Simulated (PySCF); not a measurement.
GaCl3, SMILES [Cl][Ga]([Cl])[Cl]. Atoms are numbered in the order given.

```xyz
4

Ga     0.0000     0.0000     0.0000
Cl    -2.1345     0.0000     0.0000
Cl     1.0672     1.8485     0.0000
Cl     1.0672    -1.8485     0.0000
```
Charge 0, spin multiplicity 1.

Geometry optimised at B3LYP-D3(BJ)/def2-SVP. The isomer is the one that the SMILES or the coordinates give; other isomers of the formula were not compared.

Two levels are set side by side: PBE/pcSseg-1 (PySCF) and PBE0/pcSseg-1 (PySCF). GIAO shifts against HCl (³⁵Cl) at the same level; non-relativistic, no solvent, atoms listed together averaged. Without spin–orbit terms, shifts of atoms bonded to Cl or Br come out too high at both levels. Differences are taken from unrounded values.

```tsv
quantity	PBE
δ(³⁵Cl) of Cl2, Cl3, Cl4 (ppm)	171.1
```

**Question.** These are the PBE values. What does PBE0 give? (Estimate from the structure and the level; the computed values follow.)

**Answer.** 
```json
[
 {"quantity": "δ(³⁵Cl) of Cl2, Cl3, Cl4 (ppm)", "PBE0": "113.8", "PBE minus PBE0": "57.3"}
]
```

Rough cost on one machine, each run with all the roots and properties that it gave: PBE0 against PBE within a factor of 2.
